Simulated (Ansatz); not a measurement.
Program: Ansatz 0.2.0.

A structure relaxed at PBE0-D4/def2-TZVP, charge 0, multiplicity 2:

Cartesian coordinates in Å:
```
N -1.460 -0.640 0.529
Si -0.249 0.362 -0.176
N 1.201 -0.480 -0.119
F -0.782 0.707 -1.630
F 0.004 1.773 0.509
H -2.069 -0.225 1.233
H 2.097 -0.030 -0.050
H 1.259 -1.467 -0.296
```

(1) Give its formula and SMILES.

(2) Summarise the bond lengths by kind.

Results:

(1) F2H3N2Si, `[NH][Si](N)(F)F`.

(2) 2 × N–Si 1.678 to 1.723 Å; 3 × H–N 1.005 to 1.019 Å; 2 × F–Si 1.586 to 1.588 Å.
